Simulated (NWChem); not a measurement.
Species: H3O2 cation; SMILES O[OH2+]

Program: NWChem. The geometry was optimised at PBE-D3(BJ)/def2-SVP. Level: M05-2X/def2-SVP with SMD (1 M gas to 1 M solution), gas-phase geometry. Reactions with the solvent are ignored.

### Question
Order these by “solvation free energy (kcal/mol)”, lowest first: ethyl acetate; cyclohexane; anisole; water; dichloromethane.

### Answer
water (-91.4), dichloromethane (-71.5), ethyl acetate (-63.1), anisole (-57.2), cyclohexane (-37.2)
